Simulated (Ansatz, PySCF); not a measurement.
H6PSi, SMILES [SiH3][PH3+], charge +1.

Geometry optimised at B3LYP-D3(BJ)/def2-TZVP. The isomer is the one that the SMILES or the coordinates give; other isomers of the formula were not compared.

Vertical ionisation energy (IE) and electron affinity (EA) in eV. Rows of orbital energies are one-electron estimates. Where ΔSCF, EOM or ADC give a negative EA the extra electron is unbound and the value depends on the basis.

| level | IE | EA |
|---|---|---|
| −ε(HOMO), −ε(LUMO), M06-2X/def2-TZVPD (PySCF) | 16.62 | 4.80 |
| −ε(HOMO), −ε(LUMO), PBE/def2-TZVPD (PySCF) | 14.12 | 6.58 |
| ΔSCF, CAM-B3LYP/def2-TZVPD (Ansatz), final states of multiplicity 2 and 2 | … | … |
| ΔSCF, PBE/def2-TZVPD (Ansatz), final states of multiplicity 2 and 2 | 17.47 | 4.13 |

**Question.** What belongs in the gaps? (An estimate is asked for; the answer gives what the named calculation found.)

**Answer.** 
- ΔSCF, CAM-B3LYP/def2-TZVPD (Ansatz, a quantum-chemistry and plane-wave program), final states of multiplicity 2 and 2, IE: 17.95
- ΔSCF, CAM-B3LYP/def2-TZVPD (Ansatz), final states of multiplicity 2 and 2, EA: 3.83

**Question.** What vertical singlet–triplet gap does ΔSCF give with CAM-B3LYP/def2-TZVPD (Ansatz) and with PBE/def2-TZVPD (Ansatz)? (The exact figures need the calculation; the answer reports its results.)

**Answer.** 7.67 and 7.26 eV (triplet above singlet where positive).
